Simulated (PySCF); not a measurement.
C2H3ClF2Si, SMILES F[SiH](F)/C=C\Cl. Coordinates come from a PBE0-D3(BJ)/def2-SVP optimisation. The structure was generated by enumeration; whether it is a known compound was not checked. Other conformers were not sampled.

Computed equilibrium geometry at PBE0-D3(BJ)/def2-SVP (PySCF confirms it by a frequency run) as a Z-matrix (one conformer of several):
```
C
C 1 1.3347
H 2 1.0940 1 124.33
H 1 1.0961 2 116.45 3 0.04
Cl 2 1.7272 3 112.52 1 179.81
Si 1 1.8510 4 119.06 2 178.68
F 6 1.6137 1 110.95 4 105.95
F 6 1.6157 7 106.51 1 115.55
H 6 1.4766 7 108.32 8 116.85
```
Charge 0, spin multiplicity 1.
